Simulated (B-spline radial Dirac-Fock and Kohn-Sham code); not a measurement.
# Dipole and non-dipole photoemission parameters of Ni³⁺ 2p3/2

System: Ni³⁺, configuration [Ar] 3d7; threshold 910.1 eV (orbital energy of the model). The computed values come from a radial atomic solver: Dirac-Hartree-Slater photoionisation with a Latter tail; cross sections with all multipoles, angular parameters from the dipole term and its interference with E2.

For linearly polarised light dσ/dΩ = σ/(4π) [1 + β P₂(cos θ) + (δ + γ cos²θ) sin θ cos φ], with θ from the polarisation vector and φ the angle between the beam and the projection of the electron momentum on the plane normal to the polarisation.

```
hν (eV)  σ (kb)      β       γ      δ
   1000     557  1.104  -0.123  0.007
   1230       ?      ?       ?      ?
 1253.6     312  1.400   0.015  0.018
   1340     262  1.431   0.068  0.020
 1486.9     199  1.459   0.154  0.023
   1740     130  1.469   0.284  0.027
   3410    18.2  1.315   0.815  0.059
   3520    16.5  1.303   0.838  0.061
   4270    9.06  1.225   0.976  0.077
   5370    4.36  1.121   1.126  0.101
 5414.7    4.25  1.117   1.131  0.102
   8160    1.10  0.914   1.362  0.161
  15000   0.135  0.609   1.621  0.294
```

**Question.** Give the values at 1230 eV.

**Answer.** σ = 327 kb, β = 1.389, γ = -0.001, δ = 0.017.
